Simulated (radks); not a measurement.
Q: The barium ion Ba2+, [Xe]. Method: non-relativistic Kohn-Sham, r2SCAN, spin-polarised, spherical densities, point nucleus; meta-GGA in the generalised Kohn-Sham scheme; computed with a radial shooting solver on a logarithmic mesh with Libxc functionals. Every spin shell is full or empty, so the densities are truly spherical. Functionals are evaluated on that one density, not self-consistently. Rank these exchange functionals by their error against the exact value of the orbitals, and give that value: LDA, revPBE, RPBE, PW86, OPTX, AM05, SOGGA, G96, APBE, TPSS, SCAN, r2SCAN, MS2, Tao-Mo, MVS.

A: Exact: -188.876 hartree. From best to worst, with 100 (|E| - |E exact|)/|E exact| (equal figures are ties): MVS +0.06, SCAN +0.13, r2SCAN -0.14, APBE +0.26, PW86 -0.26, RPBE -0.27, revPBE -0.32, G96 +0.34, TPSS -0.35, MS2 -0.63, Tao-Mo -0.84, OPTX +1.31, SOGGA -2.22, AM05 -4.38, LDA -4.68.
